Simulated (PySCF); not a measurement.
Record of a relaxation.

Compound: CF3C(O)Cl, C2ClF3O.
Atom-mapped SMILES: `[O:1]=[C:2]([Cl:3])[C:4]([F:5])([F:6])[F:7]`

Computed by this run: PySCF 2.14.0, PBE0-D3(BJ)/def2-TZVP geometry optimisation, gas phase; density fitting, grid level 2; the optimiser is geomeTRIC in internal coordinates, started from a GFN2-xTB structure with every atom displaced at random (about 0.01 Å). The frame can shift and turn from step to step; on so coarse a grid that alone can change the energy by a few meV, and forces under 0.02 eV/Å are noise.

Step 0: E = -24783.5010 eV, largest atomic force 2.751 eV/Å
```
atom  x, y, z in Å  |  force x, y, z in eV/Å
O1      1.209    1.366   -0.543   -0.072   0.897  -0.452
C2      0.831    0.366   -0.070    0.264  -0.483   0.215
Cl3     1.860   -0.777    0.680    0.562  -0.554   0.391
C4     -0.602   -0.126   -0.038   -2.733  -0.306  -0.090
F5     -1.056   -0.316    1.210    0.651   0.240  -0.110
F6     -0.767   -1.288   -0.676    0.626   0.186  -0.048
F7     -1.441    0.745   -0.613    0.702   0.019   0.094
```

Step 1: E = -24783.5528 eV, largest atomic force 1.499 eV/Å
```
atom  x, y, z in Å  |  force x, y, z in eV/Å
O1      1.293    1.211   -0.552    0.178  -0.202   0.125
C2      0.873    0.231   -0.051   -0.335   0.186  -0.111
Cl3     1.846   -0.968    0.749   -0.071  -0.022   0.012
C4     -0.667   -0.080   -0.041    1.433   0.429  -0.094
F5     -1.118    0.035    1.199   -0.309  -0.184  -0.030
F6     -0.896   -1.294   -0.512   -0.320  -0.031   0.090
F7     -1.226    0.829   -0.814   -0.575  -0.177   0.009
```

Step 2: E = -24783.5819 eV, largest atomic force 0.397 eV/Å
```
atom  x, y, z in Å  |  force x, y, z in eV/Å
O1      1.356    1.208   -0.546   -0.157   0.003  -0.038
C2      0.887    0.246   -0.057   -0.149   0.116  -0.067
Cl3     1.829   -0.970    0.754   -0.108  -0.106   0.058
C4     -0.647   -0.061   -0.051   -0.089  -0.054   0.033
F5     -1.124    0.018    1.184    0.126   0.147   0.294
F6     -0.898   -1.279   -0.499    0.186  -0.286  -0.204
F7     -1.299    0.802   -0.807    0.191   0.180  -0.077
```

Step 3: E = -24783.5928 eV, largest atomic force 0.323 eV/Å
```
atom  x, y, z in Å  |  force x, y, z in eV/Å
O1      1.332    1.217   -0.558    0.147  -0.096   0.063
C2      0.883    0.251   -0.060   -0.307   0.065  -0.076
Cl3     1.787   -0.985    0.764    0.121   0.054   0.003
C4     -0.639   -0.061   -0.050   -0.018  -0.006   0.001
F5     -1.101    0.021    1.194    0.000   0.028   0.060
F6     -0.871   -1.285   -0.506    0.001  -0.058  -0.064
F7     -1.287    0.806   -0.806    0.056   0.013   0.013
```

Step 4: E = -24783.5941 eV, largest atomic force 0.156 eV/Å
```
atom  x, y, z in Å  |  force x, y, z in eV/Å
O1      1.339    1.206   -0.554   -0.083   0.043  -0.058
C2      0.870    0.247   -0.061    0.124   0.018   0.025
Cl3     1.803   -0.968    0.766   -0.013  -0.084   0.054
C4     -0.647   -0.066   -0.050    0.140   0.065  -0.025
F5     -1.103    0.020    1.198   -0.043  -0.075  -0.106
F6     -0.876   -1.288   -0.518   -0.060   0.098   0.070
F7     -1.281    0.814   -0.804   -0.066  -0.064   0.039
```

Step 5: E = -24783.5964 eV, largest atomic force 0.026 eV/Å
```
atom  x, y, z in Å  |  force x, y, z in eV/Å
O1      1.338    1.208   -0.559   -0.004  -0.015  -0.009
C2      0.875    0.248   -0.060   -0.009   0.024  -0.005
Cl3     1.799   -0.971    0.772    0.005  -0.011   0.016
C4     -0.643   -0.064   -0.051    0.001   0.007   0.001
F5     -1.104    0.014    1.194    0.002  -0.015  -0.004
F6     -0.877   -1.284   -0.518    0.006   0.003  -0.004
F7     -1.284    0.812   -0.801   -0.001   0.006   0.005
```

Step 6: E = -24783.5967 eV, largest atomic force under 0.02 eV/Å
```
atom  x, y, z in Å  |  force x, y, z in eV/Å
O1      1.339    1.206   -0.563    0.004  -0.012  -0.008
C2      0.875    0.249   -0.060   -0.004   0.014  -0.003
Cl3     1.797   -0.968    0.779    0.002   0.001   0.009
C4     -0.643   -0.064   -0.051   -0.010  -0.002   0.010
F5     -1.104    0.008    1.194    0.000  -0.005  -0.001
F6     -0.875   -1.282   -0.523    0.005  -0.002  -0.014
F7     -1.285    0.815   -0.798    0.003   0.005   0.007
```

**Question.** Summarise the path.

**Answer.** The energy falls by 2.21 kcal/mol from step 0 to step 6; nine tenths of that is first reached at step 3. It falls at every step. The largest force goes from 2.751 to under 0.02 eV/Å. Among the bonds C2–C4 changes most, from 1.516 to 1.550 Å; the atoms move by 0.068 Å rms after alignment.

The cost below is that of the whole optimisation. The run took 3.4 min of wall time on one thread, Arm Neoverse N1 (aarch64), no GPU (shared host), and the process peaked at 0.90 GiB of memory.
